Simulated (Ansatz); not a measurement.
Reaction (formal exchange of groups at the Si–C bond): `[SiH3]C(Br)Br` + `F/C=C\S` → `[SiH3]/C=C\S` + `FC(Br)Br`

Gas-phase electronic energies from Ansatz, PBE0-D4/def2-TZVP geometries. CBS: MP2 limit from def2 TZ/QZ plus the TZ coupled-cluster correction, frozen cores. Double bonds are as drawn, so ΔE can hold a change between cis and trans. Functionals use def2-TZVPP. B3LYP here is the variant with VWN-RPA as its local correlation; programs differ in this. For Br outer-core shells are correlated without core-valence functions, which leaves a few kJ/mol of doubt a bond. Scalar relativity is left out up to krypton. Each species was taken in one conformer, which may not be the lowest.

```csv
level,ΔE (kcal/mol),difference from CCSD(T)/CBS
PBE-D4,0.2,-2.6
r2SCAN-D4,0.2,-2.6
PBE0-D4,1.2,-1.6
B3LYP-D4,1.2,-1.6
ωB97M-V,1.9,-0.9
B2PLYP,1.7,-1.1
HF/def2-TZVPP,3.3,0.5
CCSD/def2-TZVPP,2.8,0.0
CCSD(T)/def2-TZVPP,2.3,-0.5
MP2/def2-QZVPP,2.6,-0.2
CCSD(T)/CBS,2.8,0
```

Largest T1 diagnostic among the species: 0.013.

From PBE to PBE0 (25 % exact exchange), in def2-TZVPP and without D4, ΔE moves by +1.1 kcal/mol. In def2-TZVPP, CCSD(T) changes the Hartree–Fock value by −0.9 kcal/mol (the triples alone add −0.4 kcal/mol) and MP2 by −0.9 kcal/mol.
